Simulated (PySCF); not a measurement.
Input for PySCF: R-B3LYP/6-31G* on HCl (SMILES Cl) with ghost functions, monomers drawn apart or pushed together.

```python
from pyscf import gto, scf, dft, mp
from pyscf.data.elements import chemcore

mol = gto.M(
    atom='''
    Cl   -0.08021070    0.57078754    0.20848289
    H    -0.29665679    1.26334517    1.27030651
    ghost-Si    0.44417689   -1.25603919    3.94887012
    ghost-Si   -0.20701122    0.89994574    4.60519335
    ghost-H    1.69397306   -1.19575994    3.15745603
    ghost-H   -0.62359663   -1.89177882    3.14415398
    ghost-H    0.68136661   -2.06919363    5.16671603
    ghost-H   -1.45737477    0.85779989    5.40020273
    ghost-H   -0.46346501    1.76496646    3.42040580
    ghost-H    0.85415037    1.55349314    5.40776522
    ''',
    basis='6-31g*',
    cart=True,
    charge=0, spin=0, verbose=3, max_memory=1800)
mf = dft.RKS(mol, xc='b3lyp')
mf.conv_tol = 1e-8
mf.max_cycle = 100
mf.kernel()
if not mf.converged:
    mf = mf.newton().run(mf.mo_coeff, mf.mo_occ)
```

It printed:

```
converged SCF energy = -460.796193691885
```

The run converged.

Cost: very roughly 4 core-seconds.
